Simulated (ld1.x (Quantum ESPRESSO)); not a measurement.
# What one change does to a pseudopotential (Si (Z = 14), TM)

```
Element                 : Si (Z = 14)
Generator               : ld1.x (Quantum ESPRESSO) 7.5
Type                    : norm-conserving Troullier–Martins (Kleinman–Bylander form)
Functional              : PBE
Relativity              : scalar-relativistic
Frozen core             : [Ne]
Valence charge          : 4
Reference configuration : 3s2 3p2
Partial waves           : 3p (bound): rc 2.30 bohr; 3s (bound): rc 1.30 bohr
Local potential         : the s channel
Core correction         : Bessel-smoothed model core, default radius (core density twice the valence density)
```

Change: all radii but the core radius scaled by about 1.24 (s 1.62, p 2.86 bohr).

Cutoffs: the cutoffs (Ry, on a coarse ladder) from which the occupation-weighted sum of valence levels, in a spherical-Bessel basis at the reference potential, stays within 10 and 1 mRy of its value at 400 Ry; they do not see the model core or the augmentation charge, which bear on the density cutoff. Errors are all-electron minus pseudo energies relative to the spin-unpolarised reference configuration.

Task: Predict the effect on cutoff, ghosts and configuration errors.

Result: The potential gets softer (40 Ry and 90 Ry → 15 Ry and 40 Ry); of the 7 tests that both files solve, the error grows in 1 and shrinks in 3 by more than 15 % and 0.3 meV (median size 6.6 → 3.9 meV); neither file shows a bound ghost. A larger radius leaves more room for a smooth pseudo-wave, so fewer plane waves are needed.

| quantity | base | changed |
| --- | --- | --- |
| cutoff, loose | 40 Ry | 15 Ry |
| cutoff, tight | 90 Ry | 40 Ry |
| loose cutoff by channel (10 mRy a level) | p 6 Ry, s 35 Ry | p 6 Ry, s 12 Ry |
| bound ghosts | none | none |
| error for 3s2 3p1, meV [ΔE 7.74 eV] | +3.1 | +1.6 |
| error for 3s2 3p0, meV [ΔE 23.73 eV] | +19 | +3.9 |
| error for 3s1 3p0, meV [ΔE 57.70 eV] | +62 | +22 |
| error for 3s1 3p3, meV [ΔE 6.81 eV] | -2.0 | +2.1 |
| error for 3s1 3p2, meV [ΔE 15.17 eV] | +6.6 | +9.8 |
| error for 3s0 3p4, meV [ΔE 13.78 eV] | -8.6 | +9.5 |
| error for 3s2 3p2.3, meV [ΔE -0.93 eV] | +0.2 | +0.2 |
